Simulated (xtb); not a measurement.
dilithium (Li2), singlet, geometry from GFN2-xTB (such geometries of metal compounds can be far from the true shape); GFN1-xTB (xtb 6.7.1).

The xtb input:
```
$ xtb mol.xyz --gfn 1 --hess --json

# file mol.xyz
2

Li    -0.00000000    -0.00000000    -1.14955939
Li     0.00000000     0.00000000     1.14955939
```

The log (banner, timings and long lists left out):

```
   ID    Z sym.   atoms
    1    3 Li     1, 2

           -------------------------------------------------
          |                Calculation Setup                |
           -------------------------------------------------

           -------------------------------------------------
          |                 G F N 1 - x T B                 |
           -------------------------------------------------

          ...................................................
          :                      SETUP                      :
          :.................................................:
          :  # basis functions                   8          :
          :  # atomic orbitals                   8          :
          :  # shells                            4          :
          :  # electrons                         2          :
          :  # halogen bonds                     0          :
          :  max. iterations                   250          :
          :  Hamiltonian                  GFN1-xTB          :
          :  restarted?                      false          :
          :  GBSA solvation                  false          :
          :  PC potential                    false          :
          :  electronic temp.          300.0000000     K    :
          :  accuracy                    1.0000000          :
          :  -> integral cutoff          0.2500000E+02      :
          :  -> integral neglect         0.1000000E-07      :
          :  -> SCF convergence          0.1000000E-05 Eh   :
          :  -> wf. convergence          0.2000000E-04 e    :
          :  Broyden damping             0.4000000          :
          :  net charge                          0          :
          :  unpaired electrons                  0          :
          ...................................................

 iter      E             dE          RMSdq      gap      omega  full diag
   1     -0.7093183 -0.709318E+00  0.231E+00    1.88       0.0  T
   2     -0.7093183 -0.109015E-07  0.138E+00    1.88       1.0  T
   3     -0.7093183 -0.611933E-08  0.834E-05    1.88     848.3  T
   4     -0.7093183  0.555112E-15  0.144E-11    1.88  100000.0  T

   *** convergence criteria satisfied after 4 iterations ***

         :::::::::::::::::::::::::::::::::::::::::::::::::::::
         ::                     SUMMARY                     ::
         :::::::::::::::::::::::::::::::::::::::::::::::::::::
         :: total energy              -0.705543223161 Eh    ::
         :: gradient norm              0.003594584032 Eh/a0 ::
         :: HOMO-LUMO gap              1.877935912171 eV    ::
         ::.................................................::
         :: SCC energy                -0.709318332497 Eh    ::
         :: -> electrostatic           0.000019613778 Eh    ::
         :: repulsion energy           0.003960593683 Eh    ::
         :: dispersion energy         -0.000185484348 Eh    ::
         :: halogen bond corr.         0.000000000000 Eh    ::
         :: add. restraining           0.000000000000 Eh    ::
         :: total charge               0.000000000000 e     ::
         :::::::::::::::::::::::::::::::::::::::::::::::::::::

           -------------------------------------------------
          |                Numerical Hessian                |
           -------------------------------------------------
step length          :   0.00500
SCC accuracy         :   0.30000
Hessian scale factor :   1.00000
frozen atoms in %    :   0.00000    0
RMS gradient         :   0.00359 !! INCOMPLETELY OPTIMIZED GEOMETRY !!

writing file <hessian>.

 vibrational frequencies (cm⁻¹)
eigval :        0.00     0.00     0.00     0.00     0.00   421.71
           -------------------------------------------------
          |                Property Printout                |
           -------------------------------------------------

    * Orbital Energies and Occupations

         #    Occupation            Energy/Eh            Energy/eV
[...]
 vibrational frequencies (cm⁻¹)
eigval :        0.00     0.00     0.00     0.00     0.00   421.71
 reduced masses (amu)
   1:  6.94   2:  6.94   3:  6.94   4:  6.94   5:  6.94   6:  6.94
 IR intensities (km·mol⁻¹)
   1:  0.00   2:  0.00   3:  0.00   4:  0.00   5:  0.00   6:  0.00
 Raman intensities (Ä⁴*amu⁻¹)
   1:  0.00   2:  0.00   3:  0.00   4:  0.00   5:  0.00   6:  0.00
 output can be read by thermo (or use thermo option).
 writing <g98.out> molden fake output.
 recommended (thermochemical) frequency scaling factor: 1.0
           -------------------------------------------------
          |             Thermodynamic Functions             |
           -------------------------------------------------

din symmetry found (for desy threshold:  0.10E+00) used in thermo

          ...................................................
          :                      SETUP                      :
          :.................................................:
          :  # frequencies                           1      :
          :  # imaginary freq.                       0      :
          :  linear?                              true      :
          :  only rotor calc.                    false      :
          :  symmetry                              din      :
          :  rotational number                       2      :
          :  scaling factor                  1.0000000      :
          :  rotor cutoff                   50.0000000 cm⁻¹ :
          :  imag. cutoff                  -20.0000000 cm⁻¹ :
          :.................................................:

    mode    ω/cm⁻¹     T·S(HO)/kcal·mol⁻¹    T·S(FR)/kcal·mol⁻¹   T·S(vib)
   ------------------------------------------------------------------------
   ------------------------------------------------------------------------

   temp. (K)  partition function   enthalpy   heat capacity  entropy
                                   cal/mol     cal/K/mol   cal/K/mol   J/K/mol
 298.15  VIB   1.15                  181.250      1.423      0.886
         ROT   113.                  592.502      1.987     11.377
         INT   130.                  773.751      3.410     12.264
         TR   0.500E+26             1481.254      4.968     33.816
         TOT                        2255.0050     8.3784    46.0800   192.7985

       T/K    H(0)-H(T)+PV         H(T)/Eh          T*S/Eh         G(T)/Eh
   ------------------------------------------------------------------------
    298.15    0.359358E-02    0.455430E-02    0.218941E-01   -0.173398E-01
   ------------------------------------------------------------------------

         :::::::::::::::::::::::::::::::::::::::::::::::::::::
         ::                  THERMODYNAMIC                  ::
         :::::::::::::::::::::::::::::::::::::::::::::::::::::
         :: total free energy          -0.722882996891 Eh   ::
         ::.................................................::
         :: total energy               -0.705543223161 Eh   ::
         :: zero point energy           0.000960720857 Eh   ::
         :: G(RRHO) w/o ZPVE           -0.018300494587 Eh   ::
         :: G(RRHO) contrib.           -0.017339773731 Eh   ::
         :::::::::::::::::::::::::::::::::::::::::::::::::::::

           -------------------------------------------------
          | TOTAL ENERGY               -0.705543223161 Eh   |
          | TOTAL ENTHALPY             -0.700988923029 Eh   |
          | TOTAL FREE ENERGY          -0.722882996891 Eh   |
          | GRADIENT NORM               0.003594584032 Eh/α |
          | HOMO-LUMO GAP               1.877935912171 eV   |
           -------------------------------------------------
########################################################################
[WARNING] Runtime exception occurred
-1- hessian_numhess: Hessian on incompletely optimized geometry!
########################################################################

normal termination of xtb
```
